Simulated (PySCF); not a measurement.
An unknown is described by computed data only.

Formula: CH4BN2P.

- Triplet: lowest triplet excitation (Tamm–Dancoff): 4.68 eV [TDA wB97X-D/def2-SVPD]
- NMR, other nuclei: isotropic shieldings of nuclei other than C and H, by class: 65 (1 B), -101 (1 N), 140 (1 N), 534 (1 P) ppm [GIAO PBE0/pcSseg-1]
- Polarisability: 65.7 au [wB97X-D/def2-SVPD]
- 1H NMR: chemical shifts (computed TMS as zero) by class: 4.49 (2 H), 2.38 (2 H) ppm [GIAO PBE0/pcSseg-1]
- 13C NMR: chemical shifts (computed TMS as zero) by class: 128.1 (1 C) ppm [GIAO PBE0/pcSseg-1]
- XPS: P2p3/2 136.6, B1s 196.9, C1s 291.7, N1s 405.0, N1s 406.0, P1s 2150.2 eV [ΔSCF SCAN, pcX-2 on the ionised atom, pcseg-1 elsewhere, spin-free X2C, 2p3/2 from a spin–orbit splitting computed afterwards within the 2p shell]
- Rotational structure: rotational constants A, B, C: 5.702, 2.654, 1.833 GHz [PBE0-D3(BJ)/def2-SVP]
- Valence photoelectron: vertical ionisation energy: 9.95 eV [ΔSCF wB97X-D/def2-SVPD]

The electronic properties come from PySCF, for the isolated species, density fitting. Levels stand in brackets. The structure is a single PBE0-D3(BJ)/def2-SVP conformer in the gas phase; no vibrational or solvent corrections. Each NMR value is the plain mean over a class of atoms that symmetry, rotation or inversion makes alike.

Problem. Propose a structure and show how it fits.

Solution. Numbering: `[N:1]#[C:2][B:3]([NH2:4])[PH2:5]`. The one carbon: cyano carbon [C2] (128.1 ppm). Hydrogen classes from least to most shielded: 2 H on a boron-bound nitrogen, N4 (4.49 ppm), 2 H on a three-coordinate phosphorus, P5 (2.38 ppm). The other shieldings belong to: 65 ppm, three-coordinate boron [B3]; -101 ppm, cyano nitrogen [N1]; 140 ppm, boron-bound nitrogen [N4]; 534 ppm, three-coordinate phosphorus [P5]. The core levels belong to: P2p3/2 136.6 eV, three-coordinate phosphorus [P5]; B1s 196.9 eV, three-coordinate boron [B3]; C1s 291.7 eV, cyano carbon [C2]; N1s 405.0 eV, cyano nitrogen [N1]; N1s 406.0 eV, boron-bound nitrogen [N4]; P1s 2150.2 eV, three-coordinate phosphorus [P5]. The first electron is taken from the HOMO, whose largest Löwdin shares are 0.64 on the three-coordinate phosphorus, 0.12 on the three-coordinate boron, 0.07 on the boron-bound nitrogen and 0.07 on a P–H hydrogen. By its constants the optimised geometry is an asymmetric top. Structure: `N#CB(N)P`. The assignments are read from this structure; whether some other isomer fits the data as well wasn't checked.

The values belong to the conformer `[N:1]#[C:2][B:3]([NH2:4])[PH2:5]`: H–N4–B3–C2 180°, H–N4–B3–C2 1°, H–P5–B3–C2 51°, H–P5–B3–C2 148°.
